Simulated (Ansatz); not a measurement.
Reaction (formal exchange of groups at the Si–Si bond): `C[SiH](N)[SiH2]O` + `C[SiH](O)Cl` → `O[SiH2]C[SiH](O)Cl` + `C[SiH2]N`

Calculated with Ansatz (gas phase, PBE0-D4/def2-TZVP geometries, no zero-point term in ΔE). CBS: MP2 limit from def2 TZ/QZ plus the TZ coupled-cluster correction, frozen cores. DFT in def2-TZVPP. Each species was taken in one conformer, which may not be the lowest.

CCSD(T)/CBS gives -38.9 kJ/mol.

Q: Another level gave -27.9 kJ/mol. Which?
A. PBE0-D4/def2-TZVPP
B. r2SCAN-D4/def2-TZVPP
C. PBE/def2-TZVPP
D. SCS-MP2/def2-TZVPP

A: A. PBE0-D4 -27.9, r2SCAN-D4 -32.4, PBE -18.8, SCS-MP2/def2-TZVPP -44.1 kJ/mol.

Largest T1 diagnostic among the species: 0.011.

The D4 term adds −3.9 kJ/mol with B3LYP and −2.0 kJ/mol with PBE0; it sums over pairs of atoms, weighted by their polarisabilities, and B3LYP, whose exchange is more repulsive, gets the larger term. From PBE to PBE0 (25 % exact exchange), in def2-TZVPP and without D4, ΔE moves by −7.0 kJ/mol.

B3LYP here is the variant with VWN-RPA as its local correlation; programs differ in this.
